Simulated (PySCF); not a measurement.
**Broadened absorption spectrum of C8H13FSi2**

C₈H₁₃FSi₂.
SMILES: `Fc1ccc([SiH2]CC[SiH3])cc1`

The calculation used TDDFT CAM-B3LYP/def2-SVPD, vertical, gas phase, core orbitals frozen in the response in PySCF. Geometry: PBE0-D3(BJ)/def2-SVP, one conformer, isolated molecule. Torsions of this conformer, `[F:1][c:2]1[cH:3][cH:4][c:5]([SiH2:6][CH2:7][CH2:8][SiH3:9])[cH:10][cH:11]1`: C4–C5–Si6–C7 8°, C5–Si6–C7–C8 -179°, Si6–C7–C8–Si9 179°.

Broadening: Gaussians 0.4 eV wide at half height, area fixed by f = 4.319×10⁻⁹ ∫ε dν̃. The width is an assumption, not a result. The curve ends short of the highest state used, and states not computed would add to its high-energy end.

(E (eV), ε (L mol⁻¹ cm⁻¹)): (4.72, 1), (4.77, 2), (4.82, 5), (4.87, 12), (4.92, 24), (4.97, 46), (5.02, 81), (5.07, 131), (5.12, 193), (5.17, 260), (5.22, 323), (5.27, 368), (5.32, 386), (5.37, 377), (5.42, 349), (5.47, 329), (5.52, 354), (5.57, 473), (5.62, 746), (5.67, 1227), (5.72, 1945), (5.77, 2875), (5.82, 3921), (5.87, 4911), (5.92, 5645), (5.97, 5951), (6.02, 5753), (6.07, 5101), (6.12, 4149), (6.17, 3100), (6.22, 2144), (6.27, 1420), (6.32, 1031), (6.37, 1100), (6.42, 1855), (6.47, 3710), (6.52, 7290), (6.57, 13340), (6.62, 22471), (6.67, 34764), (6.72, 49371), (6.77, 64365), (6.82, 77042), (6.87, 84679)

(1) Locate the maxima and give the states behind the curve.

(2) On this curve, what absorbance would a 10⁻³ mol/L sample give at 193 nm over a 1 cm path?

(3) Coming from long wavelengths, where does ε first pass 100 L mol⁻¹ cm⁻¹?

Answers

(1) 233 nm (5.33 eV), ε about 390, made up of S1 (99%); 208 nm (5.98 eV), ε about 6000, made up of S2 (100%) (ε in L mol⁻¹ cm⁻¹; maxima over ε = 5, shares over 10%). At its high-energy end, 6.87 eV, the curve is still rising (ε about 85000, from S3 and S4). The states used: S1 5.32 eV (f 0.0057); S2 5.98 eV (f 0.088); S3 6.88 eV (f 0.359); S4 6.91 eV (f 0.888); S5 7.00 eV (f 0.012); S6 7.02 eV (f 0.025); S7 7.14 eV (f 0.0065); S8 7.31 eV (f 0.0036); S9 7.39 eV (f 0.0036); S10 7.47 eV (f 0.0015).

(2) 193 nm is 6.424 eV, where ε is about 2000 L mol⁻¹ cm⁻¹, so A = ε c l ≈ 2 (Beer–Lambert, with the gas-phase spectrum and the assumed width).

(3) At about 246 nm (5.04 eV), 0.28 eV below S1.
